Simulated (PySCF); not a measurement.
C8H7FS.
SMILES with atom numbers: `[F:1][C@H:2]1[CH2:3][S:4][c:5]2[cH:6][cH:7][cH:8][cH:9][c:10]21` (hydrogens: H11 on C2; H12, H13 on C3; H14 on C6; H15 on C7; H16 on C8; H17 on C9)

The same species was optimised twice, with GFN2-xTB and with PBE0-D3(BJ)/def2-SVP (PySCF), and the same property calculations (PySCF, gas phase) were run on both structures.

| coordinate | GFN2-xTB | PBE0-D3(BJ)/def2-SVP | change |
| --- | --- | --- | --- |
| S4–C5 (Å) | 1.756 | 1.767 | +0.011 |
| C6–C7 (Å) | 1.385 | 1.396 | +0.011 |
| C8–C9 (Å) | 1.387 | 1.396 | +0.009 |
| C7–C8 (Å) | 1.386 | 1.396 | +0.010 |
| C5–C6 (Å) | 1.384 | 1.393 | +0.009 |
| F1–C2 (Å) | 1.381 | 1.373 | -0.008 |
| C5–C10 (Å) | 1.392 | 1.399 | +0.007 |
| C9–C10 (Å) | 1.381 | 1.388 | +0.007 |
| C2–C3 (Å) | 1.529 | 1.524 | -0.005 |
| C3–S4 (Å) | 1.829 | 1.825 | -0.004 |
| C2–C10 (Å) | 1.504 | 1.503 | -0.001 |
| C2–C3–S4 (°) | 108.0 | 106.3 | -1.7 |
| C3–C2–C10 (°) | 108.0 | 106.5 | -1.5 |
| C3–S4–C5 (°) | 92.0 | 90.6 | -1.4 |
| C2–C10–C5 (°) | 114.3 | 112.9 | -1.4 |
| F1–C2–C3 (°) | 109.3 | 110.7 | +1.4 |
| F1–C2–C10 (°) | 111.4 | 112.5 | +1.1 |
| C2–C10–C9 (°) | 125.6 | 126.6 | +1.0 |
| S4–C5–C6 (°) | 125.6 | 126.4 | +0.8 |

Rotational constants: A = 1775, B = 1154, C = 718.8 MHz (GFN2-xTB) against A = 1752, B = 1153, C = 711.2 MHz (PBE0-D3(BJ)/def2-SVP). Point groups within 0.08 Å: C1 and C1.

On the GFN2-xTB structure: HOMO (eV) -6.25 [PBE0/pcSseg-1]; LUMO (eV) -0.67 [PBE0/pcSseg-1]; dipole (D) 0.87 [PBE0/pcSseg-1]; GIAO shielding of F1 (ppm) 363.9 [PBE0/pcSseg-1]; GIAO shielding of C2 (ppm) 84.8 [PBE0/pcSseg-1]; GIAO shielding of C3 (ppm) 144.7 [PBE0/pcSseg-1]; GIAO shielding of S4 (ppm) 455.4 [PBE0/pcSseg-1]; GIAO shielding of C5 (ppm) 37.7 [PBE0/pcSseg-1]; GIAO shielding of C6 (ppm) 59.8 [PBE0/pcSseg-1]; GIAO shielding of C7 (ppm) 51.6 [PBE0/pcSseg-1]; GIAO shielding of C8 (ppm) 57.8 [PBE0/pcSseg-1].

**Question.** What do these properties become on the PBE0-D3(BJ)/def2-SVP structure?

**Answer.** 
| property | level | on GFN2-xTB | on PBE0-D3(BJ)/def2-SVP | change |
| --- | --- | --- | --- | --- |
| HOMO (eV) | PBE0/pcSseg-1 | -6.25 | -6.30 | -0.05 |
| LUMO (eV) | PBE0/pcSseg-1 | -0.67 | -0.66 | +0.01 |
| dipole (D) | PBE0/pcSseg-1 | 0.87 | 0.62 | -0.25 |
| energy, GFN2-xTB geometry as zero (kcal/mol) | PBE0/pcSseg-1 | 0.0 | -0.6 | -0.6 |
| GIAO shielding of F1 (ppm) | PBE0/pcSseg-1 | 363.9 | 383.7 | +19.8 |
| GIAO shielding of C2 (ppm) | PBE0/pcSseg-1 | 84.8 | 85.2 | +0.4 |
| GIAO shielding of C3 (ppm) | PBE0/pcSseg-1 | 144.7 | 141.4 | -3.3 |
| GIAO shielding of S4 (ppm) | PBE0/pcSseg-1 | 455.4 | 463.6 | +8.2 |
| GIAO shielding of C5 (ppm) | PBE0/pcSseg-1 | 37.7 | 37.4 | -0.3 |
| GIAO shielding of C6 (ppm) | PBE0/pcSseg-1 | 59.8 | 56.1 | -3.7 |
| GIAO shielding of C7 (ppm) | PBE0/pcSseg-1 | 51.6 | 49.3 | -2.3 |
| GIAO shielding of C8 (ppm) | PBE0/pcSseg-1 | 57.8 | 54.7 | -3.1 |

The heavy atoms differ by 0.087 Å rms after alignment. Among bonds between heavy atoms S4–C5, C6–C7 and C7–C8 change most and about equally (+0.010 to +0.011 Å). Changes are differences of the printed values. Neither structure is proved a minimum here.
